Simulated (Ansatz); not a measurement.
An input meant for Sn2O6 (charge 0, triplet).

```yaml
crystal:
  periodic: [false, false, false]
  atoms:
    - {symbol: Sn, position_ang: [1.525190, 1.090724, -0.044135]}
    - {symbol: Sn, position_ang: [-0.339922, -0.649733, 1.786885]}
    - {symbol: O, position_ang: [-0.631041, -0.056465, -1.704839]}
    - {symbol: O, position_ang: [0.720122, -1.113068, -0.187104]}
    - {symbol: O, position_ang: [-0.241270, -1.331672, -1.225464]}
    - {symbol: O, position_ang: [1.321169, 0.507577, 1.871480]}
    - {symbol: O, position_ang: [-0.798916, 1.030679, 0.303856]}
    - {symbol: O, position_ang: [-1.555332, 0.521969, -0.800679]}
basis:
  gaussian: {orbitals: STO-3G, final_grid: {core_spheres: 1, valence_spheres: 1, degree: 5}}
magnetization: {spin_polarized: true, initial_magnetization: 2}
hamiltonian: {xc: {name: PBE}}
accuracy: high
```

```sh
$ ansatz run in.yaml --threads 4 --pin off --events-out ev --progress --plain --max-ram 8704MiB
```

Shortened log:

```
Functional definition: PBE
1841 factors; integrals over basis functions are off by at most 7.4e-8 eV
mean field evaluation 1: about -336706.2438 eV, gradient 2.8e1 eV
mean field evaluation 2: about -336328.4244 eV, gradient 1.5e2 eV
mean field evaluation 4: about -336706.1774 eV, gradient 2.4e1 eV
mean field evaluation 8: about -336647.5756 eV, gradient 2.3e1 eV
mean field evaluation 16: about -336653.7766 eV, gradient 1.1e-1 eV
mean field evaluation 32: about -336652.7487 eV, gradient 4.6e0 eV
mean field evaluation 64: about -336653.6626 eV, gradient 5.7e-1 eV
mean field evaluation 96: about -336652.8674 eV, gradient 2.4e0 eV
mean field evaluation 128: about -336653.4560 eV, gradient 5.3e0 eV
mean field -336653.77946055 eV, -12371.7982030476 hartree, gradient 3.0e-8 eV, S^2 2.006349; 10 other end points of the search recorded, 0 dependent functions left out
reference -336653.77946118 eV, -12371.7982030707 hartree; 75, 73 occupied and 9, 11 virtual orbitals, 1841 factors
Total energy: -336653.77946118 eV, -12371.7982030707 hartree
```

What is wrong with this run?

The integration grid is far too coarse. The run converged. The result belongs to that input, not to the species as meant.
